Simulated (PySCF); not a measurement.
ClLi, charge -1, doublet, geometry from GFN2-xTB (such geometries of metal compounds can be far from the true shape) (a state made from the parent by changing its charge; the spin is typed, not shown lowest) (in this run its highest filled SCF level lies above zero, so its values depend strongly on the basis, on diffuse functions most of all); DF-REVPBE/aug-cc-pVDZ (PySCF).

The PySCF input:
```python
from pyscf import gto, scf, dft

mol = gto.Mole()
mol.atom = '''
    Li   -0.00000000   -0.00000000   -2.03637724
    Cl    0.00000000    0.00000000    0.35936069
'''
mol.basis = 'aug-cc-pvdz'
mol.charge = -1
mol.spin = 1
mol.verbose = 4
mol.build()

mf = dft.UKS(mol)
mf.xc = 'revpbe'
mf = mf.density_fit(auxbasis='def2-universal-jkfit')
mf.kernel()
```

Q: Write the output that PySCF gives for this input, abridged.

A: 
```
PySCF version 2.14.0

[INPUT] verbose = 4
[INPUT] num. atoms = 2
[INPUT] num. electrons = 21
[INPUT] charge = -1
[INPUT] spin (= nelec alpha-beta = 2S) = 1
[INPUT] symmetry False subgroup None
[INPUT] Mole.unit = angstrom
[INPUT] Symbol           X                Y                Z      unit          X                Y                Z       unit  Magmom
[INPUT]  1 Li     0.000000000000   0.000000000000  -2.036377240000 AA    0.000000000000   0.000000000000  -3.848195269898 Bohr   0.0
[INPUT]  2 Cl     0.000000000000   0.000000000000   0.359360690000 AA    0.000000000000   0.000000000000   0.679093284035 Bohr   0.0

nuclear repulsion = 11.2650208601573
number of shells = 16
number of NR pGTOs = 85
number of NR cGTOs = 50
basis = aug-cc-pvdz
ecp = {}

******** <class 'pyscf.df.df_jk.DFUKS'> ********
method = DFUKS
initial guess = minao
damping factor = 0
level_shift factor = 0
DIIS = <class 'pyscf.scf.diis.CDIIS'>
diis_start_cycle = 1
diis_space = 8
diis_damp = 0
SCF conv_tol = 1e-09
SCF conv_tol_grad = None
SCF max_cycles = 50
direct_scf = False
number electrons alpha = 11  beta = 10
XC library pyscf.dft.libxc version 7.1.2
    S. Lehtola, C. Steigemann, M. J. T. Oliveira, and M. A. L. Marques,  SoftwareX 7, 1–5 (2018)
XC functionals = revpbe
    Y. Zhang and W. Yang,  Phys. Rev. Lett. 80, 890 (1998)
    J. P. Perdew, K. Burke, and M. Ernzerhof,  Phys. Rev. Lett. 77, 3865 (1996)
    J. P. Perdew, K. Burke, and M. Ernzerhof,  Phys. Rev. Lett. 78, 1396 (1997)
radial grids:
    Treutler-Ahlrichs [JCP 102, 346 (1995); DOI:10.1063/1.469408] (M4) radial grids

becke partition: Becke, JCP 88, 2547 (1988); DOI:10.1063/1.454033
pruning grids: <function nwchem_prune>
grids dens level: 3
symmetrized grids: False
atomic radii adjust function: <function treutler_atomic_radii_adjust>
small_rho_cutoff = 0
Set gradient conv threshold to 3.16228e-05
tot grids = 32608
init E= -467.583558837224

cycle= 1 E= -467.670320483287  delta_E= -0.0868  |g|= 0.267  |ddm|= 0.628
cycle= 2 E= -466.734868219124  delta_E= 0.935  |g|= 1.06  |ddm|= 1.77
cycle= 3 E= -467.735610219456  delta_E=   -1  |g|= 0.06  |ddm|= 1.49
cycle= 4 E= -467.737631032705  delta_E= -0.00202  |g|= 0.0293  |ddm|= 0.117
cycle= 5 E= -467.738267532554  delta_E= -0.000636  |g|= 0.008  |ddm|= 0.0517
cycle= 6 E= -467.738336793126  delta_E= -6.93e-05  |g|= 0.000837  |ddm|= 0.0242
cycle= 7 E= -467.73833818133  delta_E= -1.39e-06  |g|= 0.000198  |ddm|= 0.00648
cycle= 8 E= -467.738338228027  delta_E= -4.67e-08  |g|= 1.6e-05  |ddm|= 0.00098
cycle= 9 E= -467.738338229055  delta_E= -1.03e-09  |g|= 6.25e-06  |ddm|= 0.000329
cycle= 10 E= -467.738338229144  delta_E= -8.89e-11  |g|= 8.88e-07  |ddm|= 4.84e-05
Extra cycle  E= -467.738338229146  delta_E= -2.16e-12  |g|= 8.82e-07  |ddm|= 1.81e-05
converged SCF energy = -467.738338229146  <S^2> = 0.75010544  2S+1 = 2.0001054
```
